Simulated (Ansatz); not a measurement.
`C=[CH][In]([CH3])[Cl]` + H₂ → `C=[CH][InH][CH3]` + HCl at 700 K and 1 bar (hydrogenolysis of the In–Cl bond).

Calculated with Ansatz (gas phase, PBE0-D4/def2-TZVP geometries, no zero-point term in ΔE). CBS: MP2 limit from def2 TZ/QZ plus the TZ coupled-cluster correction, frozen cores. This one scheme is used for every species. Elements past krypton have def2 core potentials. For In outer-core shells are correlated without core-valence functions, which leaves a few kJ/mol of doubt a bond. One conformer a species, not always the lowest.

| species | CCSD(T)/CBS energy (Eh) | H − E (kJ/mol) | S (J/(mol·K)) |
| --- | --- | --- | --- |
| `C=[CH][In]([CH3])[Cl]` | -767.38922 | 290.4 | 521.6 |
| H₂ | -1.17544 | 46.8 | 155.3 |
| `C=[CH][InH][CH3]` | -308.13365 | 295.4 | 488.8 |
| HCl | -460.38127 | 38.4 | 211.8 |

H − E and S are ideal-gas, rigid-rotor, harmonic terms from PBE0-D4/def2-TZVP, for one conformer and one mirror image of each species. For small species the MP2-based limit differs from directly extrapolated CCSD(T) by up to some mEh (0.8 for H₂); such offsets cancel only in part. 1 Eh = 2625.50 kJ/mol, R = 8.31446 J/(mol·K).

Problem. By hand: ΔE, ΔH, ΔS and ΔG.

Solution. ΔE = (-308.13365) + (-460.38127) − (-767.38922) − (-1.17544) = 0.04974 Eh = 130.6 kJ/mol. Δ(H − E) = 295.4 + 38.4 − 290.4 − 46.8 = -3.4, so ΔH = 127.2 kJ/mol. ΔS = 488.8 + 211.8 − 521.6 − 155.3 = 23.7 J/(mol·K). ΔG = 127.2 − 700 × (23.7)/1000 = 110.6 kJ/mol.

Problem. By hand: the equilibrium constant, and the temperature at which ΔG would vanish if ΔH and ΔS stayed fixed.

Solution. log₁₀ K = −ΔG/(RT ln 10) = -8.3. ΔG = 0 at ΔH/ΔS = 5367 K, far beyond where these terms or the molecules hold.

ΔH outweighs TΔS. A doubt of 5 kJ/mol in ΔE shifts log₁₀ K by 0.4 here. Other conformers and mirror images would add mixing entropy, several J/(mol·K) or more a flexible species. Modes under 60 cm⁻¹, often nearly free rotors, make the harmonic entropy too high. These are equilibria of isolated gas molecules and say nothing of rates. Largest T1 diagnostic: 0.012 (customary marks: 0.02 for closed shells, 0.045 for open ones).
